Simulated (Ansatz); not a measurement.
A structure relaxed at PBE0-D4/def2-TZVP, charge 0, multiplicity 1:

```xyz
7

O     1.4066   -0.9375   -1.0195
C     0.6000   -0.5135   -0.2369
S     0.4412   -1.2211    1.4031
B    -0.3816    0.7115   -0.5353
F     0.1276    1.7812   -1.0910
H    -0.6459   -0.5084    1.7455
H    -1.5478    0.6879   -0.2659
```

Q: Give its formula and SMILES.

A: CH2BFOS, `O=C(S)BF`.

Q: Summarise the bond lengths by kind.

A: 1 × C–O 1.201 Å; 1 × C–S 1.793 Å; 1 × B–C 1.598 Å; 1 × H–S 1.344 Å; 1 × B–F 1.309 Å; 1 × B–H 1.197 Å.

Computed with Ansatz.
